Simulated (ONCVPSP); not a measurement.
**An all-electron radial function and its pseudo partner (arsenic)**

Columns: radius, all-electron u(r) and pseudo u(r) of the 4p shell (level -5.36 eV) of arsenic in the configuration [Ar] 3d10 4s1.75 4p3.25; PBEsol, scalar-relativistic, ONCV scheme, ONCVPSP 4.0.1.

```json
{"r (bohr)": "0.100", "all-electron": "0.1714", "pseudo": "0.0031"}
{"r (bohr)": "0.200", "all-electron": "0.0360", "pseudo": "0.0125"}
{"r (bohr)": "0.300", "all-electron": "-0.1682", "pseudo": "0.0283"}
{"r (bohr)": "0.400", "all-electron": "-0.2737", "pseudo": "0.0510"}
{"r (bohr)": "0.500", "all-electron": "-0.2724", "pseudo": "0.0811"}
{"r (bohr)": "0.600", "all-electron": "-0.2005", "pseudo": "0.1189"}
{"r (bohr)": "0.700", "all-electron": "-0.0928", "pseudo": "0.1642"}
{"r (bohr)": "0.800", "all-electron": "0.0271", "pseudo": "0.2156"}
{"r (bohr)": "0.900", "all-electron": "0.1450", "pseudo": "0.2717"}
{"r (bohr)": "1.000", "all-electron": "0.2535", "pseudo": "0.3309"}
{"r (bohr)": "1.100", "all-electron": "0.3490", "pseudo": "0.3912"}
{"r (bohr)": "1.200", "all-electron": "0.4304", "pseudo": "0.4505"}
{"r (bohr)": "1.300", "all-electron": "0.4980", "pseudo": "0.5060"}
{"r (bohr)": "1.400", "all-electron": "0.5524", "pseudo": "0.5550"}
{"r (bohr)": "1.500", "all-electron": "0.5950", "pseudo": "0.5956"}
{"r (bohr)": "1.600", "all-electron": "0.6269", "pseudo": "0.6270"}
{"r (bohr)": "1.700", "all-electron": "0.6495", "pseudo": "0.6495"}
{"r (bohr)": "1.800", "all-electron": "0.6638", "pseudo": "0.6638"}
{"r (bohr)": "1.900", "all-electron": "0.6712", "pseudo": "0.6711"}
{"r (bohr)": "2.000", "all-electron": "0.6725", "pseudo": "0.6725"}
{"r (bohr)": "2.100", "all-electron": "0.6689", "pseudo": "0.6689"}
{"r (bohr)": "2.200", "all-electron": "0.6611", "pseudo": "0.6611"}
{"r (bohr)": "2.300", "all-electron": "0.6500", "pseudo": "0.6500"}
{"r (bohr)": "2.400", "all-electron": "0.6361", "pseudo": "0.6361"}
{"r (bohr)": "2.500", "all-electron": "0.6200", "pseudo": "0.6200"}
{"r (bohr)": "2.600", "all-electron": "0.6022", "pseudo": "0.6022"}
```

(1) How many radial nodes do the two functions have?

(2) At about which radius was the pseudo-wave matched?

(3) Where does each function peak?

(4) Is the pseudo-wave norm-conserving?

Results:

(1) The all-electron 4p function has n − l − 1 = 2; the pseudo-wave has 0, since the states of the same l below it are removed with the core.

(2) 1.85 bohr. The columns agree to 0.0005 from 1.60 bohr on; several derivatives are matched, so the curves merge somewhat inside the radius.

(3) Outermost all-electron maximum near 2.00 bohr, pseudo maximum near 2.00 bohr (to the table’s step).

(4) Yes: the ONCV scheme keeps the norm inside the radius equal to the all-electron one, which fixes the energy derivative of the logarithmic derivative at the level.
